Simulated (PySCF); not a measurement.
Geometry:
```json
{"atom": "C1", "x (Å)": "2.095", "y (Å)": "0.494", "z (Å)": "0.012"}
{"atom": "Si2", "x (Å)": "0.555", "y (Å)": "-0.402", "z (Å)": "-0.609"}
{"atom": "Si3", "x (Å)": "-1.411", "y (Å)": "0.659", "z (Å)": "0.125"}
{"atom": "O4", "x (Å)": "-2.786", "y (Å)": "-0.164", "z (Å)": "-0.360"}
{"atom": "H5", "x (Å)": "2.134", "y (Å)": "1.523", "z (Å)": "-0.379"}
{"atom": "H6", "x (Å)": "3.007", "y (Å)": "-0.029", "z (Å)": "-0.314"}
{"atom": "H7", "x (Å)": "2.103", "y (Å)": "0.545", "z (Å)": "1.112"}
{"atom": "H8", "x (Å)": "0.557", "y (Å)": "-0.471", "z (Å)": "-2.105"}
{"atom": "H9", "x (Å)": "0.547", "y (Å)": "-1.816", "z (Å)": "-0.105"}
{"atom": "H10", "x (Å)": "-1.529", "y (Å)": "2.025", "z (Å)": "-0.464"}
{"atom": "H11", "x (Å)": "-1.349", "y (Å)": "0.807", "z (Å)": "1.619"}
{"atom": "H12", "x (Å)": "-2.844", "y (Å)": "-1.086", "z (Å)": "-0.091"}
```

Geometry: PBE0-D3(BJ)/def2-SVP; GIAO shifts from PySCF 2.14, gas phase, non-relativistic, averaged over equivalent atoms.

At PBE0/cc-pVTZ (240 basis functions, 22 s wall time on 1 thread of an Arm Neoverse V1, shared host):
| atoms | δ (ppm) |
| --- | --- |
| C1 | -11.7 |
| Si3 | -17.4 |
| Si2 | -73.6 |
| O4 | 3.5 |
| H10/H11 | 5.42 |
| H8/H9 | 3.92 |
| H5/H6/H7 | 0.12 |
| H12 | -0.33 |

Referencing at the same level of theory: ¹³C (σref 187.29) and ²⁹Si (σref 360.00) and ¹H (σref 31.29) against TMS; ¹⁷O (σref 334.84) vs H2O.

Q: Predict the values at HF/pcSseg-2 on the same geometry.

A: 
```
   atoms  δ at HF/pcSseg-2  change
      C1             -10.4    +1.3
     Si3             -25.8    -8.4
     Si2             -65.3    +8.3
      O4              -6.2    -9.7
 H10/H11              4.76   -0.66
   H8/H9              3.62   -0.30
H5/H6/H7              0.15   +0.03
     H12              0.51   +0.84
```

Chemical shifts δ = σref − σ; ¹³C (σ = 191.47 ppm) and ²⁹Si (σ = 382.96 ppm) and ¹H (σ = 31.68 ppm) against TMS; ¹⁷O (σ = 326.33 ppm) against H2O, all at this level.

The largest change is at O4 (oxygen bonded to Si, H). Cost: 270 basis functions, 24 s wall time on 1 thread of an Arm Neoverse N1, shared host.

Experimental scales use liquid or dissolved standards, which lie at an offset from isolated H2O (liquid H2O: subtract about 36 ppm).
